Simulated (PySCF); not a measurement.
## Löwdin shares of the frontier orbitals

Compound: [Cu(PH3)3]+ (charge +1 and singlet state).
Structure used (PBE0-D3(BJ)/def2-SVP), in Å, numbered top down from 1:
```
atom  x, y, z in Å
Cu1    0.0090   -0.0183   -0.0024
P2     2.3055    0.0103   -0.0162
H3     3.0226    1.2301    0.0626
H4     2.9544   -0.5449   -1.1478
H5     2.9925   -0.7084    0.9941
P6    -1.1456    1.9691   -0.0103
H7    -0.8249    2.9204   -1.0112
H8    -1.0036    2.8043    1.1265
H9    -2.5577    2.0045   -0.1253
P10   -1.1475   -2.0018    0.0278
H11   -2.1129   -2.2102   -0.9893
H12   -1.9700   -2.2519    1.1549
H13   -0.4911   -3.2554   -0.0413
```

Method used: TDDFT B3LYP/def2-SVPD, vertical, gas phase, core orbitals frozen in the response (PySCF 2.14.0, density-fitted response routines).

Kohn–Sham orbitals with the atoms that hold most of them (Löwdin shares over 4%, at most four atoms; ? is withheld):

```csv
orbital,ε (eV),atoms
HOMO-3,-12.62,Cu1 95%
HOMO-2,-12.34,Cu1 90%
HOMO-1,-11.43,"Cu1 52%, P10 16%, P2 14%"
HOMO,-11.40,"Cu1 52%, P6 19%, P2 8%, P10 7%"
LUMO,-5.36,?
LUMO+1,-4.14,"Cu1 37%, P6 10%, P10 10%, P2 9%"
LUMO+2,-4.11,"P10 24%, P6 22%, Cu1 16%, H13 8%"
```

Task: Give the leading atoms of the LUMO.

Result: Cu1 (bonded to 3 P) 35%; P2 (bonded to Cu and 3 H) 16%; P6 (bonded to Cu and 3 H) 16%; P10 (bonded to Cu and 3 H) 16%. By element: phosphorus 48%, copper 35%.

Task: The HOMO–LUMO gap is 6.04 eV. Where does the response calculation put the lowest singlet, and from which orbitals?

Result: S1 is at 4.86 eV (f = 0.0000), 1.18 eV below the gap, made of HOMO→LUMO (98%). 

For S1 the Löwdin share of copper is 52% in HOMO and 35% in LUMO.

Next come S2 at 4.88 eV (f 0.0000), HOMO-1→LUMO (98%); S3 at 5.78 eV (f 0.029), HOMO-2→LUMO (96%); S4 at 5.84 eV (f 0.0043), HOMO-3→LUMO (92%); S5 at 5.85 eV (f 0.0044), HOMO-4→LUMO (92%).

Orbitals of the list HOMO-3 to LUMO+2 that lie within 0.01 eV of each other are written together with a slash and their weights summed (≥ marks a lower bound); for degenerate orbitals outside that list single weights are arbitrary.

Löwdin shares depend on the basis, the more so with diffuse functions.
